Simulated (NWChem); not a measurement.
Molecule: C$_{4}$H$_{4}$OS; SMILES Oc1ccsc1

```xyz
10

O      0.3414     2.3354     0.0000
C      0.0864     1.0100     0.0000
C     -1.2167     0.4233     0.0000
C     -1.1694    -0.9453     0.0000
S      0.4416    -1.5250     0.0000
C      1.0865     0.0678     0.0000
H     -0.4912     2.8171     0.0000
H     -2.1457     0.9979     0.0000
H     -2.0062    -1.6422     0.0000
H      2.1592     0.2483     0.0000
```
Atoms are numbered in this order, from 1.

Level: PBE0/def2-SVP (NWChem), optimised geometry, unscaled harmonic frequencies. 

```csv
frequency (cm⁻¹),IR intensity (km/mol)
250,82.0
277,29.0
402,7.1
470,2.1
562,0.9
638,16.8
662,11.6
685,3.7
777,85.5
869,7.6
871,0.0
896,14.2
978,27.6
1082,11.3
1151,76.1
1241,3.5
1291,73.9
1480,131.8
1505,29.5
1668,89.5
3224,2.4
3280,2.4
3291,5.1
3905,90.7
```

```json
{
 "zero_point_energy": "44.9 kcal/mol",
 "thermal correction to the enthalpy at 298.15 K (with zero-point energy)": "48.9 kcal/mol",
 "heat capacity Cv": "19.8 cal/(mol K)",
 "entropy at 298.15 K and 1 atm (symmetry number 1)": "73.9 cal/(mol K)",
 "dipole_moment": "1.91 D"
}
```

Rigid rotor and harmonic oscillator.
